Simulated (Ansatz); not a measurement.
Reaction (substitution at a C–In bond): `[CH3][In]([F])[Cl]` + `OCS` → `COCS` + `[F][InH][Cl]`

Gas-phase electronic energies from Ansatz, PBE0-D4/def2-TZVP geometries. CCSD(T)/CBS adds triple-zeta CCSD(T) − MP2 to the extrapolated MP2 energy (def2 sets, frozen cores). This one scheme is used for every species. Functionals use def2-TZVPP. B3LYP here is the variant with VWN-RPA as its local correlation; programs differ in this. Elements past krypton have def2 core potentials. For In outer-core shells are correlated without core-valence functions, which leaves a few kJ/mol of doubt a bond. Each species was taken in one conformer, which may not be the lowest.

`[CH3][In]([F])[Cl]`:

Z-matrix (Å, degrees):
```
C
In 1 2.122
H 1 1.089 2 109.1
H 1 1.090 2 108.9 3 119.1
H 1 1.088 2 109.1 3 -120.6
F 2 1.947 1 121.8 3 125.3
Cl 2 2.316 1 129.4 3 -54.8
```

`OCS`:

Z-matrix (Å, degrees):
```
C
S 1 1.793
O 1 1.405 2 110.6
H 1 1.095 2 109.2 3 123.4
H 1 1.097 2 104.5 3 -120.8
H 2 1.343 1 96.4 3 -70.0
H 3 0.962 1 108.1 2 177.5
```

`COCS`:

Z-matrix (Å, degrees):
```
C
O 1 1.407
H 1 1.098 2 111.0
H 1 1.095 2 111.3 3 -121.4
H 1 1.089 2 107.1 3 119.0
C 2 1.386 1 114.0 3 59.7
S 6 1.823 2 115.7 1 69.3
H 6 1.089 2 107.0 1 -169.1
H 6 1.098 2 111.8 1 -49.7
H 7 1.342 6 96.0 2 68.6
```

`[F][InH][Cl]`:

```xyz
4

F     1.075   -0.919    1.234
In   -0.151    0.074    0.106
Cl    0.609    0.029   -2.070
H    -1.533    0.817    0.730
```

```
             level  ΔE (eV)
            PBE-D4     0.60
          B3LYP-D4     0.59
               PBE     0.62
             B3LYP     0.62
CCSD(T)/def2-TZVPP     0.66
    MP2/def2-QZVPP     0.78
      HF/CBS(def2)     0.54
     MP2/CBS(def2)     0.80
```

Task: What does CCSD(T)/CBS give? (Estimate.)

Result: Computed: +0.71 eV. The listed levels differ from it by -0.11, -0.12, -0.09, -0.09, -0.05, 0.07, -0.17, 0.09 eV.

Largest T1 diagnostic among the species: 0.015.

In def2-TZVPP, CCSD(T) changes the Hartree–Fock value by +0.13 eV (the triples alone add +0.00 eV) and MP2 by +0.22 eV.
